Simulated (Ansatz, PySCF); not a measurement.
Si(Cl)2(F)(GeH3) (Cl2FGeH3Si), SMILES F[Si](Cl)(Cl)[GeH3]. Atoms are numbered in the order given.

```xyz
8

F      1.2069    -0.2487     1.6450
Si     0.5711    -0.0705     0.1647
Cl     1.4040     1.6296    -0.6545
Cl     1.1468    -1.7107    -0.9462
Ge    -1.7940     0.1012     0.2838
H     -2.1755     1.3264     1.1333
H     -2.3685    -1.1791     0.9155
H     -2.3373     0.2674    -1.1460
```
Charge 0, spin multiplicity 1.

The structure is a stationary point at B3LYP-D3(BJ)/def2-SVP. The structure was generated by enumeration, and PubChem lists no compound with its InChIKey, so it may never have been made.

Two levels are set side by side: PBE-D3(BJ)/def2-SVP (Ansatz, a program for electronic structure) and B3LYP-D3(BJ)/def2-SVP (Ansatz). Each level has its own optimised geometry; the coordinates shown are those of the second. Frequencies come from the Hessian of PySCF at each geometry. Differences are taken from unrounded values.

| quantity | B3LYP-D3(BJ) |
|---|---|
| mean bond length (Å) | 1.820 |
| bond F1–Si2 (Å) | 1.621 |
| bond Si2–Cl3 (Å) | 2.063 |
| bond Si2–Cl4 (Å) | 2.063 |
| bond Si2–Ge5 (Å) | 2.374 |
| bond Ge5–H6 (Å) | 1.539 |
| bond Ge5–H7 (Å) | 1.539 |
| bond Ge5–H8 (Å) | 1.539 |
| highest harmonic wavenumber (cm⁻¹) | 2151 |
| mean harmonic wavenumber (cm⁻¹) | 739 |
| zero-point energy (kcal/mol) | 19.01 |

**Question.** What does PBE-D3(BJ) give, and how far is it from B3LYP-D3(BJ)? (Estimate from the structure and the level; the computed values follow.)

**Answer.** 
```json
[
 {"quantity": "mean bond length (Å)", "PBE-D3(BJ)": "1.827", "PBE-D3(BJ) minus B3LYP-D3(BJ)": "0.007"},
 {"quantity": "bond F1–Si2 (Å)", "PBE-D3(BJ)": "1.633", "PBE-D3(BJ) minus B3LYP-D3(BJ)": "0.012"},
 {"quantity": "bond Si2–Cl3 (Å)", "PBE-D3(BJ)": "2.068", "PBE-D3(BJ) minus B3LYP-D3(BJ)": "0.005"},
 {"quantity": "bond Si2–Cl4 (Å)", "PBE-D3(BJ)": "2.068", "PBE-D3(BJ) minus B3LYP-D3(BJ)": "0.005"},
 {"quantity": "bond Si2–Ge5 (Å)", "PBE-D3(BJ)": "2.376", "PBE-D3(BJ) minus B3LYP-D3(BJ)": "0.001"},
 {"quantity": "bond Ge5–H6 (Å)", "PBE-D3(BJ)": "1.548", "PBE-D3(BJ) minus B3LYP-D3(BJ)": "0.009"},
 {"quantity": "bond Ge5–H7 (Å)", "PBE-D3(BJ)": "1.548", "PBE-D3(BJ) minus B3LYP-D3(BJ)": "0.009"},
 {"quantity": "bond Ge5–H8 (Å)", "PBE-D3(BJ)": "1.547", "PBE-D3(BJ) minus B3LYP-D3(BJ)": "0.009"},
 {"quantity": "highest harmonic wavenumber (cm⁻¹)", "PBE-D3(BJ)": "2109", "PBE-D3(BJ) minus B3LYP-D3(BJ)": "-42"},
 {"quantity": "mean harmonic wavenumber (cm⁻¹)", "PBE-D3(BJ)": "719", "PBE-D3(BJ) minus B3LYP-D3(BJ)": "-20"},
 {"quantity": "zero-point energy (kcal/mol)", "PBE-D3(BJ)": "18.49", "PBE-D3(BJ) minus B3LYP-D3(BJ)": "-0.52"}
]
```

GGA bonds tend to be longer and softer than those of functionals with exact exchange. Differences between two approximate levels are no errors against the true value.
